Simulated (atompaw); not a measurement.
# Which change was made? (Mn, PAW (atompaw))

atompaw 4.2.0.5 input, output lines left out:

```
Mn 25
GGA-PBE scalarrelativistic loggrid 1500 logderivrange -6 5 276
4 4 3 0 0 0
4 1 0
3 2 5
0 0 0
c
c
c
v
c
v
v
v
2
2.05 1.75 1.70 1.70
y
0.05
n
n
y
2.75
n
custom rrkj gramschmidtortho besselshape
bessel
2.05
2.05
1.55
1.40
1.60
2.05
```

Cutoffs, loose and tight: the cutoffs (Ry, on a coarse ladder) from which the occupation-weighted sum of valence levels, in a spherical-Bessel basis at the reference potential, stays within 10 and 1 mRy of its value at 400 Ry. They see the waves, projectors and local potential, not the compensation charge or the core.

The base gives: outcome: generated; cutoff, loose: 40 Ry; cutoff, tight: 70 Ry; bound ghosts: none.

Problem. After one change the result is: outcome: generated; cutoff, loose: 80 Ry; cutoff, tight: 140 Ry; bound ghosts: s. Which change was it?
A. all radii scaled by about 0.75 (s 1.52, p 1.16, d 1.20 bohr); local potential bessel scheme, radius 1.26 bohr; augmentation besselshape compensation charge, radius 1.30 bohr; PAW radius 1.52 bohr; waves and projectors: custom rrkj gramschmidtortho; core correction smooth core density matched at 1.26 bohr
B. all radii scaled by about 1.15 (s 2.36, p 1.78, d 1.84 bohr); local potential bessel scheme, radius 1.96 bohr; augmentation besselshape compensation charge, radius 2.02 bohr; PAW radius 2.36 bohr; waves and projectors: custom rrkj gramschmidtortho; core correction smooth core density matched at 1.96 bohr
C. all radii scaled by about 1.30 (s 2.66, p 2.00, d 2.08 bohr); local potential bessel scheme, radius 2.20 bohr; augmentation besselshape compensation charge, radius 2.26 bohr; PAW radius 2.66 bohr; waves and projectors: custom rrkj gramschmidtortho; core correction smooth core density matched at 2.20 bohr

Solution. A. The others give: all radii scaled by about 1.30 (s 2.66, p 2.00, d 2.08 bohr); local potential bessel scheme, radius 2.20 bohr; augmentation besselshape compensation charge, radius 2.26 bohr; PAW radius 2.66 bohr; waves and projectors: custom rrkj gramschmidtortho; core correction smooth core density matched at 2.20 bohr → outcome: generated; cutoff, loose: 25 Ry; cutoff, tight: 40 Ry; bound ghosts: none | all radii scaled by about 1.15 (s 2.36, p 1.78, d 1.84 bohr); local potential bessel scheme, radius 1.96 bohr; augmentation besselshape compensation charge, radius 2.02 bohr; PAW radius 2.36 bohr; waves and projectors: custom rrkj gramschmidtortho; core correction smooth core density matched at 1.96 bohr → outcome: generated; cutoff, loose: 30 Ry; cutoff, tight: 50 Ry; bound ghosts: none.
